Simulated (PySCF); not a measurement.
A database entry of computed molecular properties. Lists by class give the value and the number of equivalent atoms.

```json
{
 "formula": "C5H9BO3",
 "smiles": "CC(=O)[C@@H]1CCOBO1",
 "charge": 0,
 "multiplicity": 1,
 "geometry_level": "PBE0-D3(BJ)/def2-SVP",
 "electronic_structure_code": "PySCF",
 "results": {
  "PBE0-D3(BJ)/def2-SVP geometry optimisation, gas phase": {
   "point_group": "C1",
   "rotational_constants_GHz": [2.699, 1.443, 1.161]
  },
  "CAM-B3LYP/def2-SVPD ground state, ΔSCF and vertical TDDFT (core frozen in the response)": {
   "dipole_D": 0.89,
   "homo_eV": -8.99,
   "lumo_eV": 0.19,
   "S1_eV": 4.39,
   "strongest_line_of_10_singlets_eV": 7.72,
   "T1_tda_eV": 3.84,
   "polarisability_au": 77.7,
   "vertical_ip_eV": 9.79,
   "r2_bohr2_about_centre_of_nuclear_charge": 1100.1,
   "singlets_eV_and_f": [
    [4.39, 0.0],
    [7.08, 0.017],
    [7.35, 0.008],
    [7.6, 0.017],
    [7.72, 0.026],
    [8.07, 0.002],
    [8.1, 0.007],
    [8.2, 0.021],
    [8.24, 0.0],
    [8.38, 0.016]
   ],
   "triplets_tda_eV": [3.84, 5.98, 6.92, 7.18]
  },
  "PBE/pcSseg-1 ground state and GIAO shieldings, non-relativistic": {
   "shift_vs_computed_TMS_C_by_class_ppm": [
    [214.5, 1],
    [81.2, 1],
    [62.5, 1],
    [30.0, 1],
    [29.4, 1]
   ],
   "shift_vs_computed_TMS_H_by_class_ppm": [
    [4.25, 1],
    [4.23, 1],
    [3.85, 1],
    [3.8, 1],
    [2.63, 1],
    [2.42, 3],
    [1.69, 1]
   ],
   "shielding_other_nuclei_by_class_ppm": [
    ["B", 73.4, 1],
    ["O", -325.1, 1],
    ["O", 176.9, 1],
    ["O", 180.8, 1]
   ]
  }
 }
}
```

The vertical singlet–triplet gap S1 − T1 is 0.55 eV (TDDFT singlet less Tamm–Dancoff triplet; S1: HOMO→LUMO, weight 0.89; T1: HOMO→LUMO, weight 0.87). The ΔSCF ionisation energy exceeds −ε(HOMO) by 0.80 eV with CAM-B3LYP. S1 lies 4.79 eV below the HOMO–LUMO gap; its leading configuration is HOMO→LUMO, weight 0.89.

 NMR classes are plain means over equivalent atoms (diastereotopic ones count apart unless rotation or inversion swaps them), as if these changed places fast; in this geometry the members of some classes differ.

One conformer stands for the species.
